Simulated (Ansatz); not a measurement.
Input file for Ansatz (a first-principles code): R-CAM-B3LYP/def2-TZVPP on C6H6 (SMILES C#CCC=C=C).

Ansatz 0.2 input:
```yaml
crystal:
  periodic: [false, false, false]
  atoms:
    - {symbol: C, position_ang: [2.65993389, 0.53572620, 0.31769410]}
    - {symbol: C, position_ang: [1.51757460, 0.14684286, -0.16783271]}
    - {symbol: C, position_ang: [0.37094970, -0.24173123, -0.64147444]}
    - {symbol: C, position_ang: [-0.75452993, -0.78412471, 0.21776758]}
    - {symbol: C, position_ang: [-1.99349339, -0.03190554, 0.05073508]}
    - {symbol: C, position_ang: [-3.00380811, 0.59585281, -0.10468682]}
    - {symbol: H, position_ang: [2.82164522, 1.56340676, 0.62360153]}
    - {symbol: H, position_ang: [3.49075783, -0.15209123, 0.42911375]}
    - {symbol: H, position_ang: [0.18095166, -0.18000726, -1.70854803]}
    - {symbol: H, position_ang: [-0.45179970, -0.77191553, 1.26656064]}
    - {symbol: H, position_ang: [-0.93857300, -1.83113908, -0.04656912]}
    - {symbol: H, position_ang: [-3.89950878, 1.15108595, -0.23646158]}
basis:
  gaussian:
    orbitals: def2-TZVPP
hamiltonian:
  xc: {name: CAM-B3LYP}
scf: {lower_state_search: off}
```

Question: Give the final energy of this run.

Answer: -232.0625 hartree.

Question: How many basis functions does it have, and what does it roughly cost on one machine?

Answer: 270 functions; very roughly 10 core-seconds.
